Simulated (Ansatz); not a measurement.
`F[Si]F` + `CNC` → `CN(C)[Si]F` + H–F at 298.15 K and 1 bar (ligand exchange at the Si–F bond).

Program: Ansatz. Geometries: PBE0-D4/def2-TZVP. ΔE: electronic, gas phase. CCSD(T)/CBS is the MP2 limit (def2-TZVPP, def2-QZVPP) plus CCSD(T) − MP2 in def2-TZVPP, frozen cores. This one scheme is used for every species. One conformer a species, not always the lowest.

| species | CCSD(T)/CBS energy (Eh) | H − E (kJ/mol) | S (J/(mol·K)) |
| --- | --- | --- | --- |
| `F[Si]F` | -488.75686 | 23.6 | 256.9 |
| `CNC` | -135.00321 | 256.9 | 271.4 |
| `CN(C)[Si]F` | -523.34250 | 244.4 | 329.7 |
| H–F | -100.39570 | 33.5 | 173.6 |

H − E and S are ideal-gas, rigid-rotor, harmonic terms from PBE0-D4/def2-TZVP, for one conformer and one mirror image of each species. 1 Eh = 2625.50 kJ/mol, R = 8.31446 J/(mol·K).

Problem. By hand: ΔE, ΔH, ΔS and ΔG.

Solution. ΔE = (-523.34250) + (-100.39570) − (-488.75686) − (-135.00321) = 0.02187 Eh = 57.4 kJ/mol. Δ(H − E) = 244.4 + 33.5 − 23.6 − 256.9 = -2.6, so ΔH = 54.8 kJ/mol. ΔS = 329.7 + 173.6 − 256.9 − 271.4 = -25.0 J/(mol·K). ΔG = 54.8 − 298.15 × (-25.0)/1000 = 62.3 kJ/mol.

Problem. By hand: the equilibrium constant, and the temperature at which ΔG would vanish if ΔH and ΔS stayed fixed.

Solution. log₁₀ K = −ΔG/(RT ln 10) = -10.9. ΔH and −TΔS have one sign here, so there is no such temperature.

ΔH outweighs TΔS. A doubt of 5 kJ/mol in ΔE shifts log₁₀ K by 0.9 here. Other conformers and mirror images would add mixing entropy, several J/(mol·K) or more a flexible species. These are equilibria of isolated gas molecules and say nothing of rates. Largest T1 diagnostic: 0.015 (customary marks: 0.02 for closed shells, 0.045 for open ones).
